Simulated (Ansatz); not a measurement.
`[F][Ti]([Cl])([Cl])[Br]` + H₂O → `[OH][Ti]([F])([Cl])[Cl]` + HBr  (formal hydrolysis of a Ti–Br bond)

Gas-phase electronic energies from Ansatz, PBE0-D4/def2-TZVP geometries. CCSD(T)/CBS adds triple-zeta CCSD(T) − MP2 to the extrapolated MP2 energy (def2 sets, frozen cores). This one scheme is used for every species. Functionals use def2-TZVPP. B3LYP here is the variant with VWN-RPA as its local correlation; programs differ in this. HSE06 is defined as in plane-wave codes. For Br, Ti outer-core shells are correlated without core-valence functions, which leaves a few kJ/mol of doubt a bond. Scalar relativity is left out up to krypton. One conformer a species, not always the lowest.

`[F][Ti]([Cl])([Cl])[Br]`:

Z-matrix (Å, degrees):
```
Ti
F 1 1.731
Cl 1 2.165 2 109.4
Br 1 2.321 2 109.2 3 119.9
Cl 1 2.165 2 109.4 3 -120.2
```

H₂O:

```xyz
3

O     0.121    0.082   -0.361
H    -0.298   -0.725   -0.055
H     0.178    0.643    0.416
```

`[OH][Ti]([F])([Cl])[Cl]`:

```xyz
6

O     0.736   -0.804    0.842
Ti   -0.167    0.230   -0.244
F    -1.865    0.082    0.109
Cl    0.192   -0.384   -2.311
Cl    0.447    2.308    0.041
H     0.656   -1.431    1.562
```

HBr:

Cartesian coordinates in Å:
```
Br 0.229 0.532 0.411
H -0.229 -0.532 -0.411
```

```
        level  ΔE (kJ/mol)  difference from CCSD(T)/CBS
      BLYP-D4         16.8                         -8.3
      PBE0-D4         20.6                         -4.5
   r2SCAN0-D4         19.4                         -5.7
     HSE06-D4         21.3                         -3.8
 CAM-B3LYP-D4          5.4                        -19.7
      ωB97M-V         11.1                        -14.0
          PBE         18.6                         -6.5
       r2SCAN         19.7                         -5.4
         PBE0         18.3                         -6.8
        B3LYP         12.3                        -12.8
      r2SCANh         19.4                         -5.7
    CAM-B3LYP          2.7                        -22.4
CCSD/def2-SVP        -13.8                        -38.9
HF/def2-TZVPP          2.0                        -23.1
HF/def2-QZVPP          3.3                        -21.8
MP2/CBS(def2)         38.8                         13.7
  CCSD(T)/CBS         25.1                            0
```

Largest T1 diagnostic among the species: 0.024, so the coupled-cluster value is less sure than usual.

Leaving LDA and LC-ωPBE aside and taking each functional with its dispersion term where it has one, the values, not all of them listed here, spread over 20.2 kJ/mol, from CAM-B3LYP-D4 to PBE-QIDH. LDA lies −3.6 kJ/mol from PBE without D4. In def2-TZVPP, CCSD(T) changes the Hartree–Fock value by +16.1 kJ/mol (the triples alone add +8.3 kJ/mol) and MP2 by +29.8 kJ/mol. At CCSD(T), def2-SVP lies −28.1 kJ/mol from the extrapolated value and def2-TZVPP −7.0 kJ/mol.

CCSD(T)/CBS has its own doubt, a few kJ/mol and more with outer-core shells, so smaller differences from it don't rank the levels.
